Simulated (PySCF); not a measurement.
Si(vinyl)3(NiPr2), C12H23NSi.
InChI=1S/C12H23NSi/c1-8-14(9-2,10-3)13(11(4)5)12(6)7/h8-12H,1-3H2,4-7H3

The closed-shell ground state was solved at several levels (PySCF, density fitting, gas phase, non-relativistic). The structure is a single PBE0-D3(BJ)/def2-SVP conformer in the gas phase; no vibrational or solvent corrections.

```csv
level,basis functions,total energy (Eh),HOMO (eV),LUMO (eV),gap (eV),dipole (D)
B3LYP/pcSseg-1,360,-815.2958,-5.78,-0.49,5.29,0.37
B3LYP/def2-SVPD,468,-814.9181,-5.79,-0.58,5.21,0.38
```

Estimate the row for PBE0/pcSseg-1, a basis of 360 functions; the other rows only guide the guess.

Total energy -814.4870 Eh, HOMO -6.00 eV, LUMO -0.30 eV, gap 5.70 eV, dipole 0.31 D.

Over all these levels, which gives the widest orbital gap and which the narrowest?

PBE0/pcSseg-1 (global hybrid, 25 % exact exchange) has the widest, 5.70 eV, and B3LYP/def2-SVPD (global hybrid, 20 % exact exchange) the narrowest, 5.21 eV. Functional and basis both differ between the two, so the spread mixes both effects.

How far do the dipole and the HOMO energy spread over the levels?

The dipole runs from 0.31 to 0.38 D (mean 0.35 D) and the HOMO from -6.00 to -5.78 eV.
